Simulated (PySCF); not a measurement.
## C₆ coefficients of unlike pairs at PBE

Calculated with PySCF 2.14 from the dipole response of each species, C₆(A,B) = (3/π) ∫ α_A(iu) α_B(iu) du, in atomic units, from isotropic polarisabilities. For ions this is the dispersion term alone; charge-induced terms of lower order in 1/R come first.

```csv
species,configuration,basis,relativity,α (bohr³),C₆ (like pair)
Fe⁺,[Ar] 3d6 4s1 (6D),aug-cc-pVQZ-DK (9s8p6d4f3g2h),spin-free X2C,24.65,123.5
Ta²⁺,[Xe] 4f14 5d3 (4F),aug-cc-pwCVTZ-PP with ECP60MDF (8s8p7d4f3g),core potential,14.84,82.33
Br⁺,[Ar] 3d10 4s2 4p4 (3P),"x2c-TZVPPall with one added diffuse shell each of s, p, d type (7s6p5d1f)",spin-free X2C,12.70,78.14
Cr³⁺,[Ar] 3d3 (4F),"x2c-TZVPPall with one added diffuse shell each of s, p, d, f type (7s6p5d3f1g)",spin-free X2C,2.175,5.407
```

Q: Estimate C₆ for Br⁺ with Fe⁺.

A: The integral gives 92.75. The combination rule 2 C_A C_B / (C_A α_B/α_A + C_B α_A/α_B) gives 89.67 and the geometric mean 98.24.

No spin-orbit coupling is included.

The other pairs:

```tsv
pair	C₆
Cr³⁺, Ta²⁺	19.38
Cr³⁺, Br⁺	18.67
Ta²⁺, Fe⁺	96.97
Cr³⁺, Fe⁺	20.54
Br⁺, Ta²⁺	79.76
```
